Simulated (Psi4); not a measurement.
C2H9AsGa, doublet, geometry from GFN2-xTB (such geometries of metal compounds can be far from the true shape) (the spin is typed, not shown lowest); PBE0/6-31G* in Psi4.

The Psi4 input:
```
memory 2 GB

molecule mol {
0 2
  Ga    0.391062    1.004628    0.130822
  C     1.883544    2.526520   -0.170799
  H     2.557211    2.302247   -1.001191
  H     2.474264    2.630115    0.742916
  H     1.385476    3.478343   -0.370077
  C    -0.938321    1.314451    1.777218
  H    -1.692086    0.525177    1.831452
  H    -1.444864    2.276413    1.672229
  H    -0.374961    1.325225    2.713521
  As   -0.622399   -1.799902   -0.553130
  H    -0.030703   -2.015080    0.805317
  H     0.725849   -2.004718   -1.174379
  H    -0.855283   -3.310251   -0.660502
}

set basis 6-31g*
set reference uks
set scf_type pk
set puream true
set d_convergence 1e-8
set dft_radial_points 99
set dft_spherical_points 590

energy('pbe0')
print_variables()
```

Output, abridged:

```
   => Loading Basis Set <=

    Name: 6-31G*
    Role: ORBITAL
    Keyword: BASIS

         ---------------------------------------------------------
                                   SCF
               by Justin Turney, Rob Parrish, Andy Simmonett
                          and Daniel G. A. Smith
                              UKS Reference
         ---------------------------------------------------------

  ==> Geometry <==

    Molecular point group: c1
    Full point group: C1

    Geometry (in Angstrom), charge = 0, multiplicity = 2:

       Center              X                  Y                   Z               Mass
    ------------   -----------------  -----------------  -----------------  -----------------
         GA           0.422533686080     1.085270602899     0.179163205110    68.925573500000
         C            1.915015686080     2.607162602899    -0.122457794890    12.000000000000
         H            2.588682686080     2.382889602899    -0.952849794890     1.007825032230
         H            2.505735686080     2.710757602899     0.791257205110     1.007825032230
         H            1.416947686080     3.558985602899    -0.321735794890     1.007825032230
         C           -0.906849313920     1.395093602899     1.825559205110    12.000000000000
         H           -1.660614313920     0.605819602899     1.879793205110     1.007825032230
         H           -1.413392313920     2.357055602899     1.720570205110     1.007825032230
         H           -0.343489313920     1.405867602899     2.761862205110     1.007825032230
         AS          -0.590927313920    -1.719259397101    -0.504788794890    74.921594570000
         H            0.000768686080    -1.934437397101     0.853658205110     1.007825032230
         H            0.757320686080    -1.924075397101    -1.126037794890     1.007825032230
         H           -0.823811313920    -3.229608397101    -0.612160794890     1.007825032230

  Running in c1 symmetry.

  Rotational constants: A =      0.16550  B =      0.03028  C =      0.02605 [cm^-1]
  Rotational constants: A =   4961.66170  B =    907.80087  C =    781.06506 [MHz]
  Nuclear repulsion =  460.030444723437029

  Charge       = 0
  Multiplicity = 2
  Electrons    = 85
  Nalpha       = 43
  Nbeta        = 42

  ==> Algorithm <==

  SCF Algorithm Type is PK.
  DIIS enabled.
  MOM disabled.
  Fractional occupation disabled.
  Guess Type is SAD.
  Energy threshold   = 1.00e-06
  Density threshold  = 1.00e-08
  Integral threshold = 1.00e-12

  ==> Primary Basis <==

  Basis Set: 6-31G*
    Blend: 6-31G*
    Number of shells: 54
    Number of basis functions: 110
    Number of Cartesian functions: 118
    Spherical Harmonics?: true
    Max angular momentum: 2

  ==> DFT Potential <==

   => LibXC <=

    Version 7.1.2
    S. Lehtola, C. Steigemann, M. J. T. Oliveira, and M. A. L. Marques,  SoftwareX 7, 1–5 (2018) (10.1016/j.softx.2017.11.002)

   => Composite Functional: PBE0 <=

    PBE0 Hyb-GGA Exchange-Correlation Functional

    C. Adamo and V. Barone,  J. Chem. Phys. 110, 6158 (1999) (10.1063/1.478522)
    M. Ernzerhof and G. E. Scuseria,  J. Chem. Phys. 110, 5029 (1999) (10.1063/1.478401)

    Deriv               =              1
    GGA                 =           TRUE
    Meta                =          FALSE

    Exchange Hybrid     =           TRUE
    MP2 Hybrid          =          FALSE

   => Exchange Functionals <=

    0.7500   Perdew, Burke & Ernzerhof

   => Exact (HF) Exchange <=

    0.2500               HF

   => Correlation Functionals <=

    1.0000   Perdew, Burke & Ernzerhof

   => LibXC Density Thresholds  <==

    XC_HYB_GGA_XC_PBEH:  1.00E-15

   => Molecular Quadrature <=

    Radial Scheme          =       TREUTLER
    Pruning Scheme         =           NONE
    Nuclear Scheme         =       TREUTLER

    Blocking Scheme        =         OCTREE
    BS radius alpha        =              1
    Pruning alpha          =              1
[...]
   @UKS iter   1: -4238.02191435505301   -4.30554e+00   3.52510e-02 ADIIS/DIIS
   @UKS iter   2: -4186.00983316767633    5.20121e+01   6.92251e-02 ADIIS/DIIS
   @UKS iter   3: -4239.58103030226266   -5.35712e+01   2.11750e-02 ADIIS/DIIS
   @UKS iter   4: -4240.66893148534746   -1.08790e+00   9.43389e-03 ADIIS/DIIS
   @UKS iter   5: -4241.07312701923365   -4.04196e-01   1.07612e-03 ADIIS/DIIS
   @UKS iter   6: -4241.07916669405040   -6.03967e-03   5.70370e-04 ADIIS/DIIS
   @UKS iter   7: -4241.08110834521267   -1.94165e-03   1.71109e-04 ADIIS/DIIS
   @UKS iter   8: -4241.08133145272222   -2.23108e-04   4.01177e-05 DIIS
   @UKS iter   9: -4241.08135256264904   -2.11099e-05   2.10191e-05 DIIS
   @UKS iter  10: -4241.08135742593004   -4.86328e-06   1.10634e-05 DIIS
   @UKS iter  11: -4241.08135886797754   -1.44205e-06   2.46952e-06 DIIS
   @UKS iter  12: -4241.08135913430124   -2.66324e-07   9.62288e-07 DIIS
   @UKS iter  13: -4241.08135915968342   -2.53822e-08   2.30515e-07 DIIS
   @UKS iter  14: -4241.08135916167794   -1.99452e-09   1.04524e-07 DIIS
   @UKS iter  15: -4241.08135916196079   -2.82853e-10   3.82948e-08 DIIS
   @UKS iter  16: -4241.08135916200263   -4.18368e-11   2.06586e-08 DIIS
   @UKS iter  17: -4241.08135916201081   -8.18545e-12   5.02171e-09 DIIS
  Energy and wave function converged.

  ==> Post-Iterations <==

   Electrons on quadrature grid:
      Nalpha   =   43.0000007500 ; deviation = 7.500e-07
      Nbeta    =   42.0000008224 ; deviation = 8.224e-07
      Ntotal   =   85.0000015724 ; deviation = 1.572e-06

   @Spin Contamination Metric:   4.829437680E-03
   @S^2 Expected:                7.500000000E-01
   @S^2 Observed:                7.548294377E-01
   @S   Expected:                5.000000000E-01
   @S   Observed:                5.000000000E-01

    Orbital Energies [Eh]
    ---------------------

    Alpha Occupied:

[...]
      43A     -0.176063

    Alpha Virtual:

[...]
     110A      4.014643

    Beta Occupied:

[...]
    Beta Virtual:

[...]
    Final Occupation by Irrep:
              A
    DOCC [    42 ]
    SOCC [     1 ]
    NA   [    43 ]
    NB   [    42 ]

  @UKS Final Energy: -4241.08135916201081

   => Energetics <=

    Nuclear Repulsion Energy =            460.0304447234370286
    One-Electron Energy =               -6823.7667828719313547
    Two-Electron Energy =                2252.1868661050075389
    DFT Exchange-Correlation Energy =    -129.5318871185238265
    Empirical Dispersion Energy =           0.0000000000000000
    VV10 Nonlocal Energy =                  0.0000000000000000
    Total Energy =                      -4241.0813591620108127

  UHF NO Occupations:
  HONO-2 :   41  A 1.9992211
  HONO-1 :   42  A 1.9989535
  HONO-0 :   43  A 1.0000000
  LUNO+0 :   44  A 0.0010465
  LUNO+1 :   45  A 0.0007789
  LUNO+2 :   46  A 0.0003589
  LUNO+3 :   47  A 0.0000856

Computation Completed

Properties will be evaluated at   0.000000,   0.000000,   0.000000 [a0]

Properties computed using the SCF density matrix

 Multipole Moments:

 ------------------------------------------------------------------------------------
     Multipole            Electronic (a.u.)      Nuclear  (a.u.)        Total (a.u.)
 ------------------------------------------------------------------------------------

 L = 1.  Multiply by 2.5417464519 to convert [e a0] to [Debye]
 Dipole X            :         -4.9371654            5.0551862            0.1180208
 Dipole Y            :        -12.9532810           12.9533550            0.0000740
 Dipole Z            :         -7.6977409            7.7648741            0.0671332
 Magnitude           :                                                    0.1357784

 ------------------------------------------------------------------------------------

  Variable Map:
  ----------------------------------------------------------------------------
[...]
  Array Variable Map:
  ----------------------------------------------------------------------------
[...]
[...]
```
